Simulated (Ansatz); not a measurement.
The first iterations of a band of CH6BFO (10 atoms, charge 0, multiplicity 1).

Theory: RKS PBE0-D4/6-31G* in Ansatz 0.2.0.

```yaml
movable_images: 1
climbing_image: yes
spring: 5.0 eV/Å²
optimiser: quadratic models (default)
start_path: through a guess of the saddle point
force_threshold: 0.03 eV/Å
iteration_limit: 60
end_points: relaxed
```

Initial state:

```xyz
10
Properties=species:S:1:pos:R:3
B 0.031 -0.079 0.113
H 0.000 -0.710 1.152
C 1.394 0.002 -0.701
H 1.569 -0.967 -1.185
H 1.369 0.752 -1.503
H 2.276 0.190 -0.073
F -1.119 -0.116 -0.610
O -0.070 1.610 0.845
H 0.830 1.969 0.858
H -0.325 1.481 1.771
```

Final state:

```xyz
10
Properties=species:S:1:pos:R:3
B 0.007 0.789 -0.603
H 0.149 -0.524 2.858
C 1.393 0.101 -0.885
H 1.323 -0.973 -0.669
H 1.652 0.181 -1.948
H 2.228 0.503 -0.302
F -1.052 0.446 -1.337
O -0.229 1.720 0.359
H 0.572 1.932 0.852
H -0.090 -0.043 2.343
```

| iteration | highest image above the first end (eV) | largest band force component (eV/Å) |
| --- | --- | --- |
| 1 | 4.664 | 5.520 |
| 2 | 3.176 | 5.646 |
| 3 | 1.710 | 4.486 |
| 4 | 0.440 | 2.049 |
| 5 | 0.000 | 2.867 |
| 6 | 0.000 | 1.192 |
| 7 | 0.000 | 1.006 |
| 8 | 0.000 | 0.840 |
| 9 | 0.000 | 0.648 |
| 10 | 0.000 | 1.443 |

Does the band converge within its limit, and where does its top end?

The forces met the threshold. It ended after 32 iterations with the highest image 0.949 eV above the first end. Neighbouring images differ by up to 2.1 eV, so the band resolves the path poorly. Another band between the same ends (7 images) ends at a top of the same energy, where a vibrational analysis finds 1 clearly imaginary mode. So few images can step over the top or miss a turn of the path. The orbitals stay closed-shell, which can raise the energy where a bond breaks towards radicals; this wasn't checked here.

Run time: 85 s on 1 thread of Arm Neoverse V1, with other jobs on the host, peak memory 0.14 GiB.
